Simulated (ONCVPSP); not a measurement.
Potentials for Ta (Z = 73) compared

Generated with ld1.x 7.5 (TM, RRKJ, ultrasoft, PAW), atompaw 4.2 or ONCVPSP 4.0.1. The cutoff is in Ry: for ld1.x and atompaw files where the sum of valence levels is converged to 10 mRy in a Bessel basis, for ONCV files where the hardest occupied wave has 1 mHa per electron of residual kinetic energy. The error is the largest all-electron minus pseudo excitation energy over each file’s own four to seven test configurations (ionisations up to +4, promotions, holes and added fractions of an electron), all of which were solved. The labels leave out finer settings (local radius, basis sizes, second energies), which also bear on the numbers. Spin-polarised tests are not counted. The rows are a selection from randomly drawn settings: files with unsolved tests, undetermined cutoffs or missed reference levels are left out.

A true bound ghost makes a file unfit for plane-wave use even where its test errors are small: the radial tests pick states by their node count and pass the ghost by.

```csv
potential,cutoff (Ry),largest error (meV),bound ghosts
"ONCV, PBE, fully relativistic, rc 2.10/1.75/3.05 (spd), local smoothed, core correction yes, reference 5s2 5p6 5d3 6s2, qcut 4.9/10/4.2, projectors 3/2/2",57,-73,"s, p3/2"
"ONCV, PBE, scalar-relativistic, rc 2.10/1.75/2.70 (spd), local smoothed, core correction yes, reference 5s2 5p6 5d3 6s1.75 6p0.25, qcut 6.8/7.2/5.3, projectors 3/2/2",34,-8.9,none
"ONCV, LDA (Perdew-Wang 92), fully relativistic, rc 2.80/3.00/2.35 (spd), local smoothed, core correction yes, reference 5d3.5 6s1.5, qcut 2.5/2.7/5.3, projectors 2/1/1",22,-69,none
"ONCV, PBE, fully relativistic, rc 1.45/1.25/1.95 (spd), local smoothed, core correction yes, reference 5s2 5p6 5d3 6s2, qcut 7.2/7.3/4.2, projectors 3/2/1",93,-78,none
"ONCV, PBE, scalar-relativistic, rc 1.60/1.70/2.80/0.95 (spdf), local smoothed, core correction yes, reference 4f14 5s2 5p6 5d3 6s1.5 6p0.5, qcut 8.4/7.9/5.7/17.6, projectors 2/2/2/1",269,-9.3,s
"ONCV, PBE, scalar-relativistic, rc 1.75/2.05/2.60 (spd), local smoothed, core correction yes, reference 5s2 5p6 5d3 6s2, qcut 5.2/8.1/6.6, projectors 2/2/3",25,+4.5,none
```

Problem. Fill in the row for Ta: ONCV, LDA (Perdew-Wang 92), scalar-relativistic, rc 1.95/1.55/1.65 (spd), local smoothed, core correction no, reference 5s2 5p6 5d3 6s1.5, qcut 4.7/8.2/4.9, projectors 2/2/2.

Solution. cutoff 47 Ry, largest error -5.7 meV, bound ghosts: s.
